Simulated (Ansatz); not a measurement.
C2H8BN can be A, `CBNC`, or B, `BNCC`.

Program: Ansatz. Geometries: PBE0-D4/def2-TZVP. ΔE: electronic, gas phase. CCSD(T)/CBS is the MP2 limit (def2-TZVPP, def2-QZVPP) plus CCSD(T) − MP2 in def2-TZVPP, frozen cores. Functionals use def2-TZVPP. Each species was taken in one conformer, which may not be the lowest.

A:

Z-matrix (Å, degrees):
```
C
B 1 1.569
H 1 1.094 2 114.2
H 1 1.095 2 110.5 3 -121.8
H 1 1.095 2 110.5 3 121.8
N 2 1.389 1 121.9 3 0.2
H 2 1.204 1 121.2 3 -179.8
C 6 1.443 2 127.1 1 180.0
H 6 1.009 2 119.0 1 0.0
H 8 1.090 6 109.0 2 0.0
H 8 1.095 6 111.7 2 -119.4
H 8 1.095 6 111.7 2 119.5
```

B:

```xyz
12

B     1.253    0.978   -1.228
N     0.035    0.482   -0.800
C    -0.196   -0.718   -0.024
C    -0.814   -0.428    1.332
H     1.275    1.999   -1.854
H     2.252    0.372   -0.961
H    -0.809    0.993   -1.014
H     0.768   -1.216    0.097
H    -0.842   -1.403   -0.585
H    -1.777    0.079    1.226
H    -0.985   -1.354    1.885
H    -0.159    0.215    1.925
```

(1) Which isomer does CCSD(T)/CBS put lower? Give the gap. (Best estimate.)

(2) Give E(B) − E(A) in kcal/mol with PBE-D4, HF/def2-TZVPP, PBE0-D4, MP2/def2-TZVPP, CCSD(T)/def2-TZVPP, B2PLYP, r2SCAN-D4. (Estimate.)

(3) Does the order hold for the free energy at 298.15 K (harmonic terms from PBE0-D4)? (Estimate.)

Largest T1 diagnostic: 0.012.

## Answers

(1) Computed: A, by 8.4 kcal/mol.

(2) Ansatz gave: PBE-D4 9.2, HF/def2-TZVPP 8.0, PBE0-D4 9.1, MP2/def2-TZVPP 8.3, CCSD(T)/def2-TZVPP 8.2, B2PLYP 8.7, r2SCAN-D4 9.5. None reverses the order clearly.

(3) The calculation gave: Yes: G(B) − G(A) = +8.8 kcal/mol, for one conformer each.

Leaving LDA and LC-ωPBE aside and taking each functional with its dispersion term where it has one, the values, not all of them listed here, spread over 1.7 kcal/mol, from ωB97X-V to B97M-V. At CCSD(T), def2-SVP lies −1.2 kcal/mol from the extrapolated value and def2-TZVPP −0.2 kcal/mol.
